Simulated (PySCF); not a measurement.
SMILES C[SiH](C)C#C[SiH3] (C₄H₁₀Si₂) (GFN2-xTB optimised geometry):

```
16

Si    -0.477    -0.316     0.000
C     -1.061    -1.158     1.539
C     -1.443    -1.709     2.547
Si    -2.013    -2.554     4.098
C     -1.357    -1.574     5.591
C     -1.315    -4.324     4.109
H     -0.989     1.057     0.000
H     -0.989    -1.057    -1.156
H      0.989    -0.316     0.000
H     -3.487    -2.579     4.101
H     -0.272    -1.523     5.586
H     -1.733    -0.555     5.583
H     -1.661    -2.031     6.529
H     -1.626    -4.867     4.997
H     -1.658    -4.884     3.244
H     -0.228    -4.322     4.088
```

Method: B3LYP/def2-TZVP run with PySCF 2.14.0.

Problem. What are the frontier orbital energies and the dipole moment?

Solution. HOMO-2 -8.85 eV, HOMO-1 -7.68 eV, HOMO -7.64 eV, LUMO -0.52 eV, LUMO+1 -0.51 eV; dipole moment 0.74 D.

On the same geometry PBE/def2-TZVP (PySCF) gives HOMO-2 -7.78 eV, HOMO-1 -6.73 eV, HOMO -6.70 eV, LUMO -1.24 eV, LUMO+1 -1.23 eV; dipole moment 0.83 D.

Meta-Löwdin charges at B3LYP/def2-TZVP: Si1 0.54, C2 -0.28, C3 -0.27, Si4 0.82, C5 -0.59, C6 -0.59, H7 -0.09, H8 -0.09, H9 -0.09, H10 -0.12, H11 0.13, H12 0.13, H13 0.12, H14 0.12, H15 0.13, H16 0.13.
